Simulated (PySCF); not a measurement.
ScCl2, SMILES [Cl][Sc][Cl] (connectivity only; charge and spin as stated), neutral, multiplicity 2.

Coordinates come from a PBE-D3(BJ)/def2-TZVP optimisation. The spin state was assumed, not searched. The isomer is the one that the SMILES or the coordinates give; other isomers of the formula were not compared.

All values below come from PBE-D3(BJ)/def2-TZVP (PySCF 2.14.0).

Frequencies are harmonic and unscaled.

Computed normal modes with their intensities:
```csv
mode,ν (cm⁻¹),IR (km/mol),moving atoms (share of kinetic energy)
1,73,5.8,"Cl 66 %, Sc 34 %"
2,372,48.3,"Cl 73 %, Sc 27 %"
3,453,142.7,"Sc 56 %, Cl 44 %"
```
